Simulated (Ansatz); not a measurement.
Gas-phase electronic energies from Ansatz, PBE0-D4/def2-TZVP geometries. CCSD(T)/CBS is the MP2 limit (def2-TZVPP, def2-QZVPP) plus CCSD(T) − MP2 in def2-TZVPP, frozen cores. Functionals use def2-TZVPP. B3LYP here is the variant with VWN-RPA as its local correlation; programs differ in this. Each species was taken in one conformer, which may not be the lowest.

Reaction (substitution at a C–N bond): `CNCS[SiH3]` + `C=NC(=N)O` → `C=N/C(O)=N\C` + `NCS[SiH3]`

(1) Is it downhill or uphill in electronic energy at CCSD(T)/CBS, and by how much? (An estimate is asked.)

(2) What do these levels give: r2SCAN-D4, ωB97X-V, PBE, r2SCAN, PBE0, B3LYP, CCSD/def2-TZVPP, CCSD(T)/def2-TZVPP, HF/def2-QZVPP, MP2/def2-QZVPP, HF/CBS(def2), MP2/CBS(def2)? (Best estimate.)

Largest T1 diagnostic among the species: 0.015.

Results:

(1) Ansatz gave: Uphill: ΔE = +0.15 eV.

(2) Ansatz gave: r2SCAN-D4 0.18, ωB97X-V 0.15, PBE 0.14, r2SCAN 0.18, PBE0 0.14, B3LYP 0.14, CCSD/def2-TZVPP 0.16, CCSD(T)/def2-TZVPP 0.16, HF/def2-QZVPP 0.16, MP2/def2-QZVPP 0.14, HF/CBS(def2) 0.16, MP2/CBS(def2) 0.14 eV.
